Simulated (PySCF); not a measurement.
Isomers of C4H3F5O, mass 162.010 u with the commonest isotopes. Method used: PBE0/pcSseg-1 in PySCF (dipole) on a GFN2-xTB geometry, gas phase. One conformer each, none proved a minimum here; rigid rotors.

Question: Order these by rotational constant B, smallest first.
A. `[CH2:1]=[C:2]([O:3][C:4]([F:5])([F:6])[F:7])[CH:8]([F:9])[F:10]` with C1–C2–O3–C4 2°, C1–C2–C8–F9 -73°
B. `[F:1][C:2]([F:3])([F:4])[C:5]([F:6])([F:7])[C@@H:8]1[CH2:9][O:10]1` with C2–C5–C8–C9 130°
C. `[F:1]/[CH:2]=[C:3](/[F:4])[CH2:5][O:6][C:7]([F:8])([F:9])[F:10]` with C2–C3–C5–O6 76°, C3–C5–O6–C7 65°

Answer: A (706.5 MHz), C (883.0 MHz), B (1164 MHz).

Question: Order these by radius of gyration √(Σ m r²/M), largest first.
A. `[F:1]/[CH:2]=[C:3](/[F:4])[CH2:5][O:6][C:7]([F:8])([F:9])[F:10]` with C2–C3–C5–O6 76°, C3–C5–O6–C7 65°
B. `[CH2:1]=[C:2]([O:3][C:4]([F:5])([F:6])[F:7])[CH:8]([F:9])[F:10]` with C1–C2–O3–C4 2°, C1–C2–C8–F9 -73°
C. `[F:1][C:2]([F:3])([F:4])[C:5]([F:6])([F:7])[C@@H:8]1[CH2:9][O:10]1` with C2–C5–C8–C9 130°

Answer: B (2.247 Å), A (2.119 Å), C (1.906 Å).

Question: Order these by rotational constant C, smallest first.
A. `[F:1]/[CH:2]=[C:3](/[F:4])[CH2:5][O:6][C:7]([F:8])([F:9])[F:10]` with C2–C3–C5–O6 76°, C3–C5–O6–C7 65°
B. `[CH2:1]=[C:2]([O:3][C:4]([F:5])([F:6])[F:7])[CH:8]([F:9])[F:10]` with C1–C2–O3–C4 2°, C1–C2–C8–F9 -73°
C. `[F:1][C:2]([F:3])([F:4])[C:5]([F:6])([F:7])[C@@H:8]1[CH2:9][O:10]1` with C2–C5–C8–C9 130°

Answer: B (684.0 MHz), A (775.0 MHz), C (1019 MHz).

| SMILES | point group | Ia (u·Å²) | Ib (u·Å²) | Ic (u·Å²) | κ | μa (D) | μb (D) | μc (D) |
| --- | --- | --- | --- | --- | --- | --- | --- | --- |
| FC(F)(F)C(F)(F)[C@@H]1CO1 | C1 | 247.72 | 434.12 | 495.75 | -0.72 | 2.34 | 0.80 | 0.93 |
| F/C=C(/F)COC(F)(F)F | C1 | 229.95 | 572.37 | 652.14 | -0.85 | 2.15 | 0.49 | 1.22 |
| C=C(OC(F)(F)F)C(F)F | C1 | 181.92 | 715.32 | 738.82 | -0.98 | 0.08 | 0.56 | 0.13 |
